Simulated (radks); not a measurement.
Ionisation of the silver ion Ag+, [Kr] 4d10, to [Kr] 4d9 as the strength of local exchange is varied. All-electron calculation, Dirac Kohn-Sham, Slater X-alpha exchange (alpha = 2/3 is LDA exchange), no correlation, spin-unpolarised, spherical densities, finite nucleus; Fermi nuclear charge, rms radius 4.5454 fm. Program: a radial shooting solver on a logarithmic mesh with Libxc functionals.

alpha,E(Ag+) (hartree),exchange (hartree),IE (eV),-e of the level emptied (eV),<r> of it (bohr)
0.592,-5291.87705,-123.75399,19.358,13.153 (4d5/2),1.435
0.608,-5295.22284,-127.18133,19.629,13.389 (4d5/2),1.429
0.667,-5307.57923,-139.85707,20.650,14.283 (4d5/2),1.409
0.778,-5330.90605,-163.86404,22.657,16.058 (4d5/2),1.373
0.783,-5331.95927,-164.95032,22.750,16.141 (4d5/2),1.372

NIST Atomic Spectra Database: 21.484 eV (measured). The Delta-SCF value meets it near alpha = 0.71. Spin polarisation and multiplet splitting are left out, so open shells lie too high by an amount that depends on their filling.

Beside tabulated values, note that spin-unpolarised runs miss the spin-polarisation part of the exchange energy of open shells.
